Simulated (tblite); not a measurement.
Compound: C4H13NOSi2.
Geometry (GFN2-xTB, Å), atoms numbered from 1 in this order:
```xyz
21
C4H13NOSi2 angstrom
C      1.926    1.364   -0.755
N      1.374    0.205   -0.093
C      2.373   -0.558    0.610
Si    -0.023   -0.571   -0.717
C     -1.112   -1.296    0.667
C     -2.194   -0.255    1.004
Si    -2.459    0.833   -0.538
O     -1.027    0.592   -1.288
H      2.395    2.020   -0.017
H      1.125    1.900   -1.255
H      2.683    1.084   -1.498
H      2.859    0.070    1.362
H      1.906   -1.405    1.103
H      3.146   -0.938   -0.069
H      0.157   -1.479   -1.859
H     -0.570   -1.590    1.566
H     -1.591   -2.200    0.289
H     -1.836    0.376    1.820
H     -3.100   -0.741    1.369
H     -2.543    2.263   -0.264
H     -3.499    0.341   -1.439
```

Level: GFN2-xTB in tblite, geometry and Hessian alike; calculated harmonic values, unscaled, isolated species. The method is semi-empirical: single wavenumbers can be off by several per cent or more. Modes of hydrogen on silicon can be 10 to 20 % off. One conformer, not necessarily the lowest.

Harmonic wavenumbers (cm⁻¹): 50.0, 52.2, 94.7, 148.1, 162.0, 209.7, 216.2, 271.4, 286.4, 371.6, 378.9, 415.6, 484.1, 582.0, 620.0, 636.5, 654.1, 679.3, 692.6, 760.4, 771.7, 788.6, 802.7, 829.7, 939.6, 1039.7, 1044.5, 1055.0, 1068.6, 1090.1, 1129.7, 1145.4, 1207.0, 1264.4, 1281.3, 1308.6, 1411.2, 1422.5, 1478.5, 1481.4, 1487.4, 1497.7, 1498.9, 1508.8, 2204.3, 2269.6, 2294.7, 2890.6, 2898.4, 2950.9, 2955.0, 2960.4, 2977.3, 2983.6, 2996.3, 3042.8, 3053.5.

A = 2576, B = 1013, C = 847.2 MHz; mass 147.054 u (most abundant isotopes); point group C1, symmetry number 1.

Problem. Zero-point energy?

Solution. ½Σν̃ = 36398 cm⁻¹ = 104.07 kcal/mol.

Problem. What is S at 200 K and 1 bar for an ideal gas of classical rigid rotors and harmonic oscillators?

Solution. Translation 38.91, rotation 28.18, vibration 21.71: S = 88.8 cal/(mol K).

Problem. And Cp and H(200 K) − H(0)?

Solution. Cp = 31.80 cal/(mol K), of which vibrations give 23.85 (their classical limit is 57 R = 113.3); H(200 K) − H(0) = 3.97 kcal/mol without the zero-point energy, 2.38 from vibrations.

Problem. How do the functions run with temperature in this model?

Solution. 
| T (K) | S (cal/(mol K)) | Cp (cal/(mol K)) | H − H(0) (kcal/mol) | G − H(0) (kcal/mol) | ln q(vib) |
| --- | --- | --- | --- | --- | --- |
| 100 | 71.2 | 20.2 | 1.37 | -5.76 | 1.98 |
| 300 | 103.9 | 43.6 | 7.74 | -23.44 | 7.93 |
| 500 | 131.1 | 63.6 | 18.56 | -47.00 | 13.88 |
| 800 | 165.6 | 83.1 | 40.81 | -91.69 | 22.37 |
| 1000 | 185.1 | 91.6 | 58.32 | -126.80 | 27.61 |

q(vib) and H(0) count from the zero-point level.

Problem. What must be added to the electronic energy to get the Gibbs energy at 200 K and 1 bar?

Solution. ZPE + [H(200 K) − H(0)] − T·S = 104.07 + 3.97 − 17.76 = 90.28 kcal/mol.

Problem. Which modes carry the vibrational entropy at 200 K?

Solution. 50.0 cm⁻¹: 4.03; 52.2 cm⁻¹: 3.95; 94.7 cm⁻¹: 2.79; 148.1 cm⁻¹: 1.95; 162.0 cm⁻¹: 1.79; 209.7 cm⁻¹: 1.35 cal/(mol K); the other 51 give 5.85 together.

Problem. Blend soft modes into free rotors: weight 1/[1 + (100 cm⁻¹/ν̃)⁴] for the oscillator and the rest for a rotor with moment μB/(μ + B), μ = h/(8π²ν), B = 10⁻⁴⁴ kg m². What vibrational entropy results?

Solution. 20.05 cal/(mol K) in place of 21.71, which changes −T·S at 200 K by +0.33 kcal/mol.

Hindered rotation and anharmonicity are outside this model. Other conformers, if any are populated, would add a mixing term that is left out. The structure is chiral; the term R ln 2 for an equal mix with its mirror image is left out.

Time: 1.4 s of wall time. Hardware: one thread of an Intel Xeon at 2.70 GHz, on a shared host. The figure is for the frequency step alone.
